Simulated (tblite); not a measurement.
Run record: tight-binding relaxation, `CCCO[SiH2][C@@H](C)Br`.

Computed with GFN2-xTB geometry optimisation, gas phase (tblite 0.8.0). Start geometry: from a force field or distance geometry. The input is one job of a driver script: a line of settings, then coordinates in Å.

Command:
```bash
OMP_NUM_THREADS=1 python probes_run.py task.json out
```

Input:
```
{"job": {"kind": "relax", "xc": "GFN2-xTB", "basis": "xTB"}, "charge": 0, "multiplicity": 1}
C      3.684600    -0.105500    -0.816300
C      2.202400     0.234700    -1.017500
C      1.396400    -0.075800     0.246400
O      0.029000     0.275500    -0.034400
Si    -1.100500     0.032700     1.189200
C     -2.825900     0.512600     0.662100
C     -3.406900    -0.243900    -0.521000
Br    -4.013500     0.261200     2.210700
H      3.815900    -1.168100    -0.586900
H      4.102300     0.480600     0.008400
H      4.235800     0.122000    -1.728000
H      2.093500     1.285600    -1.270500
H      1.800400    -0.334900    -1.846400
H      1.473300    -1.139700     0.486300
H      1.763500     0.529100     1.087500
H     -0.663900     0.829300     2.370300
H     -1.045900    -1.395600     1.570800
H     -2.864300     1.582800     0.461900
H     -2.800900    -0.099100    -1.412200
H     -3.458800    -1.323800    -0.319900
H     -4.425400     0.106200    -0.740800
```

Output:
```
step      E/eV     max force
  0    -741.83762    2.005
  1    -741.93518    0.753
  2    -741.96088    0.396
  3    -741.97033    0.336
  4    -741.97971    0.250
  5    -741.98524    0.218
  6    -741.99336    0.203
  7    -741.99950    0.168
  8    -742.00441    0.147
  9    -742.00804    0.170
... (61 lines left out)
 71    -742.05976    0.013
 72    -742.05981    0.014
 73    -742.05986    0.013
 74    -742.05990    0.016
 75    -742.05994    0.018
 76    -742.06000    0.017
 77    -742.06005    0.016
 78    -742.06008    0.013
 79    -742.06011    0.011
 80    -742.06013    0.009
```

«max force» is the largest atomic force in eV/Å.

Question: From which step on does the largest force stay under 0.1 eV/Å, and how much energy is left to gain from there?

Answer: From step 34 (0.092 eV/Å), 14.9 meV above the end.

Main results: energy lowered by 5.1 kcal/mol over 80 steps; largest atomic force 0.009 eV/Å at the end.

Question: Where do the atoms end?

Answer: 0.263 Å rms from the input after alignment:
```
atom  x, y, z in Å
C1     3.5366   -0.0360   -0.9572
C2     2.0369    0.2258   -0.9924
C3     1.3706   -0.1510    0.3259
O4     0.0000    0.1309    0.2606
Si5   -1.0944   -0.0427    1.4324
C6    -2.6908    0.5611    0.5964
C7    -3.1404   -0.2379   -0.6071
Br8   -4.0514    0.4373    2.0134
H9     3.7366   -1.0882   -0.7679
H10    4.0086    0.5494   -0.1716
H11    3.9891    0.2351   -1.9074
H12    1.8445    1.2821   -1.1885
H13    1.5753   -0.3515   -1.7954
H14    1.5115   -1.2177    0.5357
H15    1.8170    0.4130    1.1529
H16   -0.8089    0.7855    2.6058
H17   -1.2601   -1.4382    1.8462
H18   -2.6569    1.6228    0.3535
H19   -2.3796   -0.1624   -1.3823
H20   -3.2690   -1.2877   -0.3498
H21   -4.0843    0.1361   -1.0039
```

Hardware: one thread, Arm Neoverse N1 (aarch64), shared host with 64 logical CPUs at a one-minute load of 58. Cost: 1.3 s.
Labels such as C1 count atoms from 1, the log's own numbers from 0.
